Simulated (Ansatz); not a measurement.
A first, cheap relaxation of C2H7NOSi (`CNC(=O)[SiH3]`).

```yaml
crystal:
  periodic: [false, false, false]
  atoms:
    - {symbol: C, position_ang: [-1.822400, 0.169300, 0.903100]}
    - {symbol: N, position_ang: [-0.643400, 0.448500, 0.178900]}
    - {symbol: C, position_ang: [0.206100, -0.579300, -0.105100]}
    - {symbol: O, position_ang: [0.105800, -1.747100, 0.174000]}
    - {symbol: Si, position_ang: [1.909000, -0.193000, -0.949900]}
    - {symbol: H, position_ang: [-2.560300, 1.049700, 0.674700]}
    - {symbol: H, position_ang: [-2.286900, -0.734700, 0.587900]}
    - {symbol: H, position_ang: [-1.614700, 0.203000, 1.955500]}
    - {symbol: H, position_ang: [-0.345500, 1.426200, 0.063300]}
    - {symbol: H, position_ang: [2.028800, 1.293800, -1.080000]}
    - {symbol: H, position_ang: [2.005500, -0.784200, -2.271300]}
    - {symbol: H, position_ang: [3.094900, -0.607500, -0.097000]}
basis:
  gaussian: {orbitals: def2-SVP}
hamiltonian: {xc: pbe, dispersion: d4}
relax: {f_tol: 0.03, max_steps: 200}
```

```sh
$ ansatz run in.yaml --threads 4 --pin off --events-out ev --progress --plain --max-ram 10444MiB
```

Output, abridged:

```
Functional definition: PBE
mean field -13584.64112848 eV, -499.2263534711 hartree, gradient 2.1e-5 eV, S^2 0.000000; 0 other end points of the search recorded, 0 dependent functions left out
relax step   1: F+E_penalty+E_count = -13584.87332257 eV  Δ(F+E_penalty+E_count) = +0.000e0 eV  max|allowed force component| = 3.328e0 eV/Å  Δτ_max = 0.0000 Å  (30 SCF iters, accepted)
mean field -13585.01580018 eV, -499.2401224021 hartree, gradient 2.3e-5 eV, S^2 0.000000; 0 other end points of the search recorded, 0 dependent functions left out
relax step   2: F+E_penalty+E_count = -13585.24632142 eV  Δ(F+E_penalty+E_count) = -3.730e-1 eV  max|allowed force component| = 1.144e0 eV/Å  Δτ_max = 0.1540 Å  (30 SCF iters, accepted)
mean field -13585.05672815 eV, -499.2416264775 hartree, gradient 1.1e-5 eV, S^2 0.000000; 0 other end points of the search recorded, 0 dependent functions left out
relax step   3: F+E_penalty+E_count = -13585.28642192 eV  Δ(F+E_penalty+E_count) = -4.010e-2 eV  max|allowed force component| = 4.749e-1 eV/Å  Δτ_max = 0.0633 Å  (30 SCF iters, accepted)
mean field -13585.06625849 eV, -499.2419767109 hartree, gradient 7.3e-6 eV, S^2 0.000000; 0 other end points of the search recorded, 0 dependent functions left out
relax step   4: F+E_penalty+E_count = -13585.29660004 eV  Δ(F+E_penalty+E_count) = -1.018e-2 eV  max|allowed force component| = 2.558e-1 eV/Å  Δτ_max = 0.0481 Å  (31 SCF iters, accepted)
mean field -13585.07179922 eV, -499.2421803288 hartree, gradient 2.3e-5 eV, S^2 0.000000; 0 other end points of the search recorded, 0 dependent functions left out
relax step   5: F+E_penalty+E_count = -13585.30191434 eV  Δ(F+E_penalty+E_count) = -5.314e-3 eV  max|allowed force component| = 1.157e-1 eV/Å  Δτ_max = 0.0320 Å  (30 SCF iters, accepted)
mean field -13585.07537869 eV, -499.2423118721 hartree, gradient 1.5e-5 eV, S^2 0.000000; 0 other end points of the search recorded, 0 dependent functions left out
relax step   6: F+E_penalty+E_count = -13585.30545106 eV  Δ(F+E_penalty+E_count) = -3.537e-3 eV  max|allowed force component| = 8.505e-2 eV/Å  Δτ_max = 0.0558 Å  (30 SCF iters, accepted)
mean field -13585.07068107 eV, -499.2421392379 hartree, gradient 1.8e-5 eV, S^2 0.000000; 0 other end points of the search recorded, 0 dependent functions left out
relax step   7: F+E_penalty+E_count = -13585.30055527 eV  Δ(F+E_penalty+E_count) = +4.896e-3 eV  max|allowed force component| = 4.662e-1 eV/Å  Δτ_max = 0.1951 Å  (29 SCF iters, rejected (line search))
mean field -13585.08043742 eV, -499.2424977768 hartree, gradient 9.3e-6 eV, S^2 0.000000; 0 other end points of the search recorded, 0 dependent functions left out
relax step   8: F+E_penalty+E_count = -13585.31046789 eV  Δ(F+E_penalty+E_count) = -5.017e-3 eV  max|allowed force component| = 7.937e-2 eV/Å  Δτ_max = 0.0976 Å  (30 SCF iters, accepted)
mean field -13585.08258194 eV, -499.2425765865 hartree, gradient 2.7e-5 eV, S^2 0.000000; 0 other end points of the search recorded, 0 dependent functions left out
relax step   9: F+E_penalty+E_count = -13585.31243163 eV  Δ(F+E_penalty+E_count) = -1.964e-3 eV  max|allowed force component| = 1.655e-1 eV/Å  Δτ_max = 0.0975 Å  (30 SCF iters, accepted)
mean field -13585.05231346 eV, -499.2414642403 hartree, gradient 1.4e-5 eV, S^2 0.000000; 0 other end points of the search recorded, 0 dependent functions left out
relax step  10: F+E_penalty+E_count = -13585.28216145 eV  Δ(F+E_penalty+E_count) = +3.027e-2 eV  max|allowed force component| = 7.360e-1 eV/Å  Δτ_max = 0.0895 Å  (30 SCF iters, rejected (line search))
mean field -13585.08556002 eV, -499.2426860290 hartree, gradient 2.4e-5 eV, S^2 0.000000; 0 other end points of the search recorded, 0 dependent functions left out
relax step  11: F+E_penalty+E_count = -13585.31537774 eV  Δ(F+E_penalty+E_count) = -2.946e-3 eV  max|allowed force component| = 2.465e-2 eV/Å  Δτ_max = 0.0448 Å  (31 SCF iters, accepted)
mean field -13585.08637430 eV, -499.2427159534 hartree, gradient 2.2e-5 eV, S^2 0.000000; 0 other end points of the search recorded, 0 dependent functions left out
relax step  12: F+E_penalty+E_count = -13585.31623217 eV  Δ(F+E_penalty+E_count) = -8.544e-4 eV  max|allowed force component| = 2.893e-2 eV/Å  Δτ_max = 0.0463 Å  (31 SCF iters, accepted)
mean field -13585.08662256 eV, -499.2427250765 hartree, gradient 2.1e-5 eV, S^2 0.000000; 0 other end points of the search recorded, 0 dependent functions left out
relax step  13: F+E_penalty+E_count = -13585.31645869 eV  Δ(F+E_penalty+E_count) = -2.265e-4 eV  max|allowed force component| = 6.647e-2 eV/Å  Δτ_max = 0.0595 Å  (30 SCF iters, accepted)
mean field -13585.08668370 eV, -499.2427273234 hartree, gradient 2.2e-5 eV, S^2 0.000000; 0 other end points of the search recorded, 0 dependent functions left out
relax step  14: F+E_penalty+E_count = -13585.31654633 eV  Δ(F+E_penalty+E_count) = -8.764e-5 eV  max|allowed force component| = 6.816e-2 eV/Å  Δτ_max = 0.0089 Å  (31 SCF iters, accepted)
mean field -13585.08702559 eV, -499.2427398877 hartree, gradient 2.2e-5 eV, S^2 0.000000; 0 other end points of the search recorded, 0 dependent functions left out
relax step  15: F+E_penalty+E_count = -13585.31690871 eV  Δ(F+E_penalty+E_count) = -3.624e-4 eV  max|allowed force component| = 5.130e-3 eV/Å  Δτ_max = 0.0062 Å  (31 SCF iters, accepted)
mean field -13585.08702559 eV, -499.2427398877 hartree, gradient 2.7e-5 eV, S^2 0.000000; 1 other end points of the search recorded, 0 dependent functions left out
Total energy: -13585.31694603 eV, -499.2511893082 hartree
Atom 0 at    -1.844617     0.221191     0.933978 Å, force    -0.000386     0.001733     0.000136 eV/Å
Atom 1 at    -0.558518     0.447702     0.303095 Å, force     0.001253    -0.002759    -0.000812 eV/Å
Atom 2 at     0.239376    -0.576929    -0.139424 Å, force    -0.000328    -0.003059     0.000865 eV/Å
Atom 3 at    -0.060541    -1.768488    -0.043085 Å, force    -0.000360     0.001902    -0.000164 eV/Å
Atom 4 at     1.934144    -0.124103    -0.961498 Å, force     0.000128     0.000564    -0.000085 eV/Å
Atom 5 at    -2.671695     0.692458     0.361925 Å, force     0.000422    -0.000082    -0.000555 eV/Å
Atom 6 at    -2.004825    -0.873526     0.959463 Å, force     0.002553     0.000708    -0.001059 eV/Å
Atom 7 at    -1.867388     0.611753     1.973450 Å, force     0.000446     0.000465    -0.000289 eV/Å
Atom 8 at    -0.224533     1.404735     0.179884 Å, force    -0.005130     0.002779     0.003030 eV/Å
Atom 9 at     2.184997     1.365176    -1.022092 Å, force    -0.000084    -0.003038    -0.000046 eV/Å
Atom 10 at     1.929962    -0.680595    -2.354755 Å, force    -0.000417     0.000480    -0.002519 eV/Å
Atom 11 at     3.020538    -0.774673    -0.156841 Å, force     0.001903     0.000307     0.001499 eV/Å
Dipole moment:    -0.167466     0.677119     0.113618 e Å
```

Run time 21 s (4 threads of an Arm Neoverse V1 on a shared host); peak host memory 0.16 GiB.
